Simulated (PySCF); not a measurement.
How ionic is MO along the lanthanides?

PBE0 in PySCF with x2c-TZVPall on every atom, spin-free X2C, for the lowest determinant that a PBE0 search found; no spin–orbit coupling. A negative dipole means M(+)O(−).

```tsv
M	state (unpaired electrons)	Re (Å)	μ (D)
Pm	sextet (f population 4.3)	1.783	-3.23
Sm	septet (f population 5.6)	1.826	-4.45
Eu	octet (f population 6.9)	1.854	-6.11
Gd	nonet (f population 7.1)	1.793	-4.33
Tb	octet (f population 8.2)	1.782	-4.42
```

Give the ionic character |μ|/(e·Re) of each, with 1 e·Å = 4.803 D, and the positive end.

PmO 38 % (Pm positive), SmO 51 % (Sm positive), EuO 69 % (Eu positive), GdO 50 % (Gd positive), TbO 52 % (Tb positive). Lone pairs and polarisation enter μ too, so this number is only a rough measure of charge transfer.

Spin–orbit coupling is left out. The state is the lowest single determinant that the PBE0 search found; with open d or f shells the true ground state can be another one.
